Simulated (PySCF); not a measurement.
**Ge⁺: ionisation energy**

Ge⁺ [Ar] 3d10 4s2 4p1 (2P) → Ge²⁺ [Ar] 3d10 4s2 (1S), as a difference of total energies. Calculation: PySCF 2.14, in def2-TZVPPD (7s5p5d1f, 54 functions); the non-relativistic Hamiltonian (point nucleus). Correlated levels: valence and next inner shell: [Ne] frozen. The calculations carry no spin-orbit coupling.

```csv
method,ionisation energy (eV)
UHF,15.218
MP2 (valence and next inner shell),15.585
SCS-MP2 (valence and next inner shell),15.529
CCSD (valence and next inner shell),15.614
CCSD(T) (valence and next inner shell),15.640
```

Problem. How much does correlation contribute at CCSD(T) (valence and next inner shell)?

Solution. 15.640 − (15.218) = 0.422 eV, measured against UHF.

These non-relativistic numbers lack the scalar-relativistic shift.

Errors of the correlated levels include the incompleteness of this basis and the frozen core.

For comparison: 15.789 eV (measured; NIST levels, between the centres of gravity of the two terms).
